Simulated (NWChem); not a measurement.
System: C2H2ClI; SMILES ClC(I)=C

Output (shortened):

```
             Northwest Computational Chemistry Package (NWChem) 7.3.0
             --------------------------------------------------------

 CS  symmetry detected

                             Geometry "geometry" -> ""
                             -------------------------

 Output coordinates in angstroms (scale by  1.889725989 to convert to a.u.)

  No.       Tag          Charge          X              Y              Z
 ---- ---------------- ---------- -------------- -------------- --------------
    1 C                    6.0000    -1.81284880     1.32296951     0.00000000
    2 C                    6.0000    -0.52325150     0.99200506     0.00000000
    3 Cl                  17.0000     0.73497157     2.16553666     0.00000000
    4 I                   53.0000     0.11730761    -1.01203029     0.00000000
    5 H                    1.0000    -2.58995628     0.55753404     0.00000000
    6 H                    1.0000    -2.10526176     2.37610069     0.00000000

 Effective nuclear repulsion energy (a.u.)     379.2048688630

      Symmetry information
      --------------------

 Group name             Cs
 Group number              2
 Group order               2
 No. of unique centers     6

 Summary of "ao basis" -> "ao basis" (spherical)
 ------------------------------------------------------------------------------
       Tag                 Description            Shells   Functions and Types
 ---------------- ------------------------------  ------  ---------------------
 C                          def2-svp                 6       14   3s2p1d
 Cl                         def2-svp                 8       18   4s3p1d
 I                          def2-svp                10       26   4s4p2d
 H                          def2-svp                 3        5   2s1p

      Symmetry analysis of basis
      --------------------------

        a'         59
        a"         23

            General Information
            -------------------
          SCF calculation type: DFT
          Wavefunction type:  closed shell.
          No. of atoms     :     6
          No. of electrons :    56
           Alpha electrons :    28
            Beta electrons :    28
          Charge           :     0
          Spin multiplicity:     1
          Use of symmetry is: on ; symmetry adaption is: on
          Maximum number of iterations: 150
          AO basis - number of functions:    82
                     number of shells:    36
          Convergence on energy requested:  1.00D-06
          Convergence on density requested:  1.00D-05
          Convergence on gradient requested:  5.00D-04

              XC Information
              --------------
                     Hartree-Fock (Exact) Exchange  1.000
                     LC-wPBE(h)Exchange Functional  1.000
            Perdew 1991 LDA Correlation Functional  1.000 local
           PerdewBurkeErnz. Correlation Functional  1.000 non-local

           Range-Separation Parameters
           ---------------------------
           Alpha           :  0.00
           Beta            :  1.00
           Gamma           :  0.30
           Short-Range HF  :     F

             Grid Information
             ----------------
          Grid used for XC integration:  medium
          Radial quadrature: Mura-Knowles
          Angular quadrature: Lebedev.
          Tag              B.-S. Rad. Rad. Pts. Rad. Cut. Ang. Pts.
          ---              ---------- --------- --------- ---------
          C                   0.70       49          10.0       434
          Cl                  1.00       88          10.0       590
          I                   1.40      123          11.0       590
          H                   0.35       45          11.0       434
          Grid pruning is: on
          Number of quadrature shells:   399
          Spatial weights used:  Erf1

      Superposition of Atomic Density Guess
      -------------------------------------

 Sum of atomic energies:        -882.69881815

      Non-variational initial energy
      ------------------------------

 Total energy =    -833.678170
 1-e energy   =   -1695.457455
 2-e energy   =     640.381191
 HOMO         =      -0.272900
 LUMO         =       0.000712

      Symmetry analysis of molecular orbitals - initial
      -------------------------------------------------

  Numbering of irreducible representations:

     1 a'          2 a"

  Orbital symmetries:

     1 a'          2 a'          3 a'          4 a'          5 a'
     6 a'          7 a"          8 a'          9 a'         10 a'
    11 a"         12 a'         13 a'         14 a"         15 a'
    16 a"         17 a'         18 a'         19 a'         20 a'
    21 a'         22 a'         23 a"         24 a'         25 a'
    26 a"         27 a'         28 a"         29 a'         30 a"
    31 a'         32 a'         33 a'         34 a'         35 a'
    36 a'         37 a'         38 a'

   convergence    iter        energy       DeltaE   RMS-Dens  Diis-err
 ---------------- ----- ----------------- --------- --------- ---------
 d= 0,ls=0.0,diis     1   -834.7791227437 -1.06D+03  1.30D-02  7.15D-01
 d= 0,ls=0.0,diis     2   -834.7679248075  1.12D-02  7.76D-03  8.43D-01
 d= 0,ls=0.0,diis     3   -834.8655148686 -9.76D-02  1.20D-03  1.30D-02
 d= 0,ls=0.0,diis     4   -834.8674929771 -1.98D-03  3.43D-04  8.09D-04
 d= 0,ls=0.0,diis     5   -834.8676019385 -1.09D-04  2.07D-04  1.35D-04
  Resetting Diis
 d= 0,ls=0.0,diis     6   -834.8676305774 -2.86D-05  6.61D-05  1.15D-05
 d= 0,ls=0.0,diis     7   -834.8676329736 -2.40D-06  1.97D-05  6.03D-07
 d= 0,ls=0.0,diis     8   -834.8676331764 -2.03D-07  7.47D-06  1.60D-07

         Total DFT energy =     -834.867633176384
      One electron energy =    -1697.308601529721
           Coulomb energy =      702.844757467690
    Exchange-Corr. energy =      -61.801883278686
 Nuclear repulsion energy =      221.398094164333

 Numeric. integr. density =       56.000002727259

                  Occupations of the irreducible representations
                  ----------------------------------------------

                     irrep           alpha         beta
                     --------     --------     --------
                     a'               21.0         21.0
                     a"                7.0          7.0

                       DFT Final Molecular Orbital Analysis
                       ------------------------------------

 Vector   26  Occ=2.000000D+00  E=-3.899586D-01  Symmetry=a"
              MO Center=  1.0D-01,  8.2D-01, -2.2D-15, r^2= 4.0D+00
   Bfn.  Coefficient  Atom+Function         Bfn.  Coefficient  Atom+Function
  ----- ------------  ---------------      ----- ------------  ---------------
    41      0.467500  3 Cl pz                59     -0.380797  4 I  pz
    38      0.336861  3 Cl pz                62     -0.303594  4 I  pz
     6     -0.200333  1 C  pz                35      0.194458  3 Cl pz
    20     -0.186345  2 C  pz                56      0.152680  4 I  pz
     9     -0.126951  1 C  pz                53      0.123857  4 I  pz

 Vector   27  Occ=2.000000D+00  E=-3.623412D-01  Symmetry=a'
              MO Center=  1.3D-01, -7.1D-01,  3.7D-17, r^2= 2.8D+00
   Bfn.  Coefficient  Atom+Function         Bfn.  Coefficient  Atom+Function
  ----- ------------  ---------------      ----- ------------  ---------------
    57      0.570824  4 I  px                60      0.480337  4 I  px
    54     -0.228488  4 I  px                58      0.222103  4 I  py
    40      0.216265  3 Cl py                51     -0.184875  4 I  px
    61      0.168383  4 I  py                37      0.151337  3 Cl py
     3      0.099946  1 C  s                 55     -0.088295  4 I  py

 Vector   28  Occ=2.000000D+00  E=-3.433717D-01  Symmetry=a"
              MO Center= -4.0D-01,  4.3D-02, -1.9D-16, r^2= 3.9D+00
   Bfn.  Coefficient  Atom+Function         Bfn.  Coefficient  Atom+Function
  ----- ------------  ---------------      ----- ------------  ---------------
    59      0.481711  4 I  pz                62      0.428797  4 I  pz
     6     -0.318538  1 C  pz                20     -0.230099  2 C  pz
     9     -0.226375  1 C  pz                41      0.211244  3 Cl pz
    56     -0.192671  4 I  pz                53     -0.155683  4 I  pz
    38      0.143000  3 Cl pz                23     -0.138175  2 C  pz

 Vector   29  Occ=0.000000D+00  E= 3.012931D-02  Symmetry=a'
              MO Center= -9.5D-03, -4.2D-01, -7.3D-15, r^2= 3.6D+00
   Bfn.  Coefficient  Atom+Function         Bfn.  Coefficient  Atom+Function
  ----- ------------  ---------------      ----- ------------  ---------------
    61     -0.894156  4 I  py                17      0.881480  2 C  s
    50     -0.508968  4 I  s                 22     -0.464414  2 C  py
    58     -0.364375  4 I  py                16      0.321332  2 C  s
    19     -0.305151  2 C  py                21      0.274971  2 C  px
    40      0.254353  3 Cl py                60      0.245902  4 I  px

 Vector   30  Occ=0.000000D+00  E= 5.424736D-02  Symmetry=a"
              MO Center= -1.1D+00,  1.1D+00,  3.6D-15, r^2= 2.6D+00
   Bfn.  Coefficient  Atom+Function         Bfn.  Coefficient  Atom+Function
  ----- ------------  ---------------      ----- ------------  ---------------
    23     -0.637924  2 C  pz                 9      0.631091  1 C  pz
    20     -0.453416  2 C  pz                 6      0.415590  1 C  pz
    41      0.242905  3 Cl pz                62      0.187791  4 I  pz
    38      0.106812  3 Cl pz                69     -0.090621  4 I  d -1
    59      0.086647  4 I  pz                35      0.062637  3 Cl pz

[...]
```

Level: LC-wPBE (HJS exchange hole, range parameter 0.3 per bohr)/def2-SVP with def2 effective core potentials on I, vertical spin-unrestricted ions. Coordinates come from a PBE0/def2-SVP optimisation. def2 effective core potentials on I; no spin-orbit coupling.

Q: Reconstruct the input file.

A: This is not unique; one that fits is the input that was run:
```
start job
memory heap 200 mb stack 900 mb global 1100 mb
geometry units angstroms noautoz
  C     -1.812202     1.320954     0.000000
  C     -0.521876     0.992842     0.000000
  Cl     0.733749     2.169153     0.000000
  I      0.123113    -1.009772     0.000000
  H     -2.587615     0.553802     0.000000
  H     -2.106943     2.373436     0.000000
end
basis spherical
  C library def2-svp
  Cl library def2-svp
  I library def2-svp
  H library def2-svp
end
ecp
  I library def2-ecp
end
dft
  xc xwpbe 1.00 cpbe96 1.0 hfexch 1.00
  cam 0.3 cam_alpha 0.0 cam_beta 1.0
  iterations 150
  vectors input atomic output neutral.movecs
end
task dft energy
charge 1
dft
  odft
  mult 2
  vectors input atomic output cation.movecs
end
task dft energy
```
